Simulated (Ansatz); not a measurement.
CH3BFGa at its PBE0-D4/def2-TZVP geometry, where that method's forces vanish. Total charge 0; spin multiplicity 1. The bonds changed during the relaxation, so this is another structure than the one it started from.

```
atom    x (Å)    y (Å)    z (Å)
  F1   0.1242   1.7001   0.3289
  C2   0.5762   0.4871  -0.2176
  B3  -0.3522  -0.5881  -0.5005
 Ga4  -0.5067  -0.0543   1.8302
  H5   1.6563   0.5315  -0.3018
  H6  -1.5345  -0.4274  -0.2499
  H7   0.0367  -1.6488  -0.8894
```

(1) For each bond, give half the difference of the two atoms' forces along it (eV/Å; positive pushes the atoms apart) under PBE-D4, r2SCAN-D4, B3LYP-D4, ωB97M-V in def2-TZVPP. (Best estimate.)

## Answers

(1) Computed: 
```csv
bond,length (Å),PBE-D4,r2SCAN-D4,B3LYP-D4,ωB97M-V
F1–C2,1.405,0.51,0.35,0.44,0.34
C2–B3,1.448,0.03,-0.02,-0.01,-0.09
C2–Ga4,2.379,0.23,0.01,0.31,-0.02
C2–H5,1.084,0.03,-0.08,-0.18,-0.10
B3–Ga4,2.396,0.06,-0.10,0.25,0.06
B3–H6,1.219,0.01,-0.05,-0.08,-0.05
B3–H7,1.195,0.02,-0.03,-0.11,-0.10
```

B3LYP here is the variant with VWN-RPA as its local correlation; programs differ in this.
